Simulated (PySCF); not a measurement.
# Magnetisability: `C=N[C@H]1COCCO1`, C$_{5}$H$_{9}$NO$_{2}$

Molfile (atoms numbered from 1):
```
C5H9NO2
     RDKit          3D

 17 17  0  0  0  0  0  0  0  0999 V2000
   -2.2559    1.0137   -0.1912 C   0  0  0  0  0  0  0  0  0  0  0  0
   -1.6795    0.0681   -0.7748 N   0  0  0  0  0  0  0  0  0  0  0  0
   -0.7643   -0.8038   -0.1002 C   0  0  1  0  0  0  0  0  0  0  0  0
    0.4026   -1.1402   -1.0507 C   0  0  0  0  0  0  0  0  0  0  0  0
    1.3588   -0.1112   -1.1159 O   0  0  0  0  0  0  0  0  0  0  0  0
    1.8437    0.1942    0.1731 C   0  0  0  0  0  0  0  0  0  0  0  0
    0.6891    0.6473    1.0640 C   0  0  0  0  0  0  0  0  0  0  0  0
   -0.2958   -0.3678    1.1622 O   0  0  0  0  0  0  0  0  0  0  0  0
   -2.1342    1.2672    0.8645 H   0  0  0  0  0  0  0  0  0  0  0  0
   -2.9357    1.6211   -0.7710 H   0  0  0  0  0  0  0  0  0  0  0  0
   -1.3163   -1.7328    0.1003 H   0  0  0  0  0  0  0  0  0  0  0  0
    0.0163   -1.2728   -2.0607 H   0  0  0  0  0  0  0  0  0  0  0  0
    0.8802   -2.0689   -0.7019 H   0  0  0  0  0  0  0  0  0  0  0  0
    2.3262   -0.6925    0.6127 H   0  0  0  0  0  0  0  0  0  0  0  0
    2.5773    0.9918    0.0506 H   0  0  0  0  0  0  0  0  0  0  0  0
    0.2569    1.5656    0.6433 H   0  0  0  0  0  0  0  0  0  0  0  0
    1.0236    0.8332    2.0858 H   0  0  0  0  0  0  0  0  0  0  0  0
  1  2  2  0
  2  3  1  0
  3  4  1  0
  4  5  1  0
  5  6  1  0
  6  7  1  0
  7  8  1  0
  8  3  1  0
  1  9  1  0
  1 10  1  0
  3 11  1  1
  4 12  1  0
  4 13  1  0
  6 14  1  0
  6 15  1  0
  7 16  1  0
  7 17  1  0
M  END
```

Level of theory: GIAO CAM-B3LYP/pcSseg-1 magnetisability, rotational g tensor and spin-rotation constants, non-relativistic, gas phase in PySCF 2.14.0. Geometry: GFN2-xTB.

Task: How diamagnetic is it, and how anisotropic?

Result: Isotropic -1017 × 10⁻³⁰ J/T², or -61.2 × 10⁻⁶ cm³/mol; principal values -1226, -1021, -803 × 10⁻³⁰ J/T², anisotropy 367 × 10⁻³⁰ J/T² (root of half the summed squared differences of the principal values). The susceptibility is in cgs units.

Task: Split it along the inertial axes a, b, c into diamagnetic and paramagnetic parts about the centre of mass, with the quadrupole moment.

Result: 
| axis | χ (10⁻⁶ cm³/mol) | diamagnetic (10⁻⁶ cm³/mol) | paramagnetic (10⁻⁶ cm³/mol) | summed x² of all electrons (Å²) | quadrupole Θ (D Å) |
| --- | --- | --- | --- | --- | --- |
| a | -60.8 | -454.0 | 393.2 | 134.1 | +2.55 |
| b | -61.3 | -730.8 | 669.4 | 68.9 | -0.92 |
| c | -61.6 | -861.3 | 799.8 | 38.1 | -1.63 |

Anisotropies 2χaa − χbb − χcc = +1.3 and 2χbb − χaa − χcc = -0.3 × 10⁻⁶ cm³/mol. Θ is traceless in Buckingham's convention.

Task: And the rotational g tensor?

Result: 
```tsv
axis	rotational constant (GHz)	g	nuclear part	electronic part
a	3.4726	-0.0412	0.6002	-0.6414
b	1.9067	-0.0203	0.5794	-0.5997
c	1.5856	-0.0164	0.5793	-0.5958
```
Asymmetric top; isotopes 12C, 1H, 14N, 16O; no vibrational averaging.
